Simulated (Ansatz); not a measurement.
Geometry optimisation, RKS PBE/def2-SVP in Ansatz.

input.yaml

```yaml
crystal:
  periodic: [false, false, false]
  atoms:
    - { symbol: Sn, position_ang: [-0.014303, -0.006908, 0.19899] }
    - { symbol: H, position_ang: [0.389754, -0.037901, 1.872589] }
    - { symbol: Cl, position_ang: [2.374639, 0.152967, 0.189072] }
    - { symbol: C, position_ang: [-0.933193, 1.747358, -0.664052] }
    - { symbol: H, position_ang: [-1.996442, 1.533939, -0.894275] }
    - { symbol: H, position_ang: [-0.867159, 2.586236, 0.055908] }
    - { symbol: H, position_ang: [-0.399904, 2.014813, -1.599] }
    - { symbol: H, position_ang: [-0.515891, -1.485005, -0.545632] }
basis:
  gaussian: { orbitals: def2-SVP }
hamiltonian:
  xc: pbe
relax:
  f_tol: 0.03
  max_steps: 50
output:
  orbitals: {}
```

Command:

```bash
$ ansatz run input.yaml --threads 1 --pin off --max-ram 2048MiB --backend cpu --events-out ev --progress --plain --runs-dir out
```

Q: Where does it end, and by what steps?

A: It converged. The force dipped under the threshold on the way, but the program's further checks kept it going. After 15 steps the energy has fallen by 0.449 eV; H2 moved furthest, 0.59 Å.

```
step  energy less start (eV)  largest force component (eV/Å)  accepted
   0                  0.0000                           1.052       yes
   1                 -0.2956                           0.548       yes
   2                 -0.4227                           0.369       yes
   3                 -0.4407                           0.154       yes
   4                 -0.4448                           0.050       yes
   5                 -0.4462                           0.037       yes
   6                 -0.4462                           0.156       yes
   7                 -0.4469                           0.049       yes
   8                 -0.4475                           0.027       yes
   9                 -0.4475                           0.116        no
  10                 -0.4479                           0.019       yes
  11                 -0.4467                           0.170        no
  12                 -0.4482                           0.022       yes
  13                 -0.4482                           0.074       yes
  14                 -0.4484                           0.051       yes
  15                 -0.4486                           0.002       yes
```

```xyz
8
Properties=species:S:1:pos:R:3
Sn 0.080 0.000 0.245
H -0.183 -0.131 1.949
Cl 2.430 0.309 -0.029
C -0.875 1.729 -0.631
H -1.975 1.605 -0.592
H -0.585 2.635 -0.067
H -0.552 1.831 -1.684
H -0.301 -1.473 -0.578
```

Run time: 34 s on 1 thread of Arm Neoverse V2, on a shared host, peak memory 0.12 GiB.
